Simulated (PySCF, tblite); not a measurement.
Species: C6H12F3P.
Numbering: `[CH3:1][CH2:2][CH2:3][PH:4][CH2:5][CH2:6][C:7]([F:8])([F:9])[F:10]` (hydrogens: H11, H12, H13 on C1; H14, H15 on C2; H16, H17 on C3; H18 on P4; H19, H20 on C5; H21, H22 on C6)

Computed geometry: GFN2-xTB, gas phase.

**Question.** Give the optimised bond lengths and angles.

**Answer.** 
```tsv
bond	length (Å)
C1–C2	1.524
C2–C3	1.526
C3–P4	1.861
P4–C5	1.877
C5–C6	1.526
C6–C7	1.513
C7–F8, C7–F9, C7–F10	1.342
C1–H11, C1–H12, C1–H13	1.088
C2–H14, C2–H15	1.093
C3–H16, C3–H17	1.094
P4–H18	1.400
C5–H19, C5–H20	1.093
C6–H21, C6–H22	1.092
```

Bonds in one row agree within 0.01 Å and their mean is given. A selection of angles:
```tsv
angle	degrees
C1–C2–C3	111.5
C2–C3–P4	110.8
C3–P4–C5	96.5
P4–C5–C6	112.5
C5–C6–C7	111.5
C6–C7–F8	112.7
C6–C7–F10	111.9
F8–C7–F9	106.5
```

Torsions: C1–C2–C3–P4 180° (antiperiplanar); C2–C3–P4–C5 -165° (antiperiplanar); C3–P4–C5–C6 -174° (antiperiplanar); P4–C5–C6–C7 -61° (synclinal); C5–C6–C7–F8 68° (synclinal). The mirror-image conformer, all signs reversed, is as good.

P4 (phosphine phosphorus) is pyramidal (angles 96.5°, 95.9° and 94.8°, sum 287.2°, 0.86 Å off the plane of its three neighbours). All 3 C–F bonds measure 1.341 to 1.343 Å. Of the pairs four or more bonds apart, P4···F8 is among the closest relative to their van der Waals radii: 2.85 Å, 87 % of the sum of Bondi's values.

Point group: C1 (no symmetry element, even within 0.4 Å). Its GFN2-xTB frequencies are all real (lowest 28 cm⁻¹). The numbers are those of one conformer. 3 starts were optimised and ended at 0.00, 0.31 and 0.48 kcal/mol (GFN2-xTB); the lowest of these is shown.
